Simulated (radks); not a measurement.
The promethium ion Pm2+ inside a hard spherical wall (all orbitals vanish at R), configuration held at [Xe] 4f5 and not refilled when levels cross. All-electron calculation, scalar-relativistic Kohn-Sham, PBE, spin-polarised, spherical densities, point nucleus; open shells are filled with parallel spins first (spin-orbit coupling, left out, can overturn this in heavy ions). Program: a radial shooting solver on a logarithmic mesh with Libxc functionals. Eigenvalues in eV for spin up, with the zero of energy where the potential of the charges vanishes at infinity; a dash marks a level that is unbound or too diffuse for the functional's potential to be trusted. A positive occupied level is held by the wall or, in an anion where self-interaction has pushed it up, behind a barrier. The pressure on the wall is -dE/dV.

R (bohr)  E (hartree)  kinetic (hartree)    e(4d)    e(5s)    e(5p)    e(4f)  e(5d, empty)  e(6s, empty)  pressure (GPa)
free      -10020.0998          10688.184  -136.99  -55.889  -36.417  -16.296       -13.903       -13.760               0
20        -10020.0998          10688.184  -136.99  -55.889  -36.417  -16.296       -13.903       -13.760        < 0.0001
15        -10020.0998          10688.184  -136.99  -55.889  -36.417  -16.296       -13.903       -13.760        < 0.0001
12        -10020.0998          10688.184  -136.99  -55.889  -36.417  -16.296       -13.903       -13.760        < 0.0001
10        -10020.0998          10688.184  -136.99  -55.889  -36.417  -16.296       -13.903       -13.757        < 0.0001
8         -10020.0998          10688.184  -136.98  -55.887  -36.416  -16.294       -13.894       -13.704        0.000877
6         -10020.0991          10688.192  -136.93  -55.854  -36.385  -16.249       -13.723       -12.936          0.0958
5         -10020.0934          10688.249  -136.71  -55.694  -36.233  -16.038       -13.158       -10.870            1.38
3.5       -10019.8722          10689.891  -133.30  -53.178  -33.491  -12.814        -7.448         5.975             106
2.5       -10017.3971          10702.735  -117.51  -39.497  -16.965    2.499        17.834        70.657            2560
2         -10010.1462          10732.678  -93.731  -10.655   17.909   27.158        64.530        180.24           15800
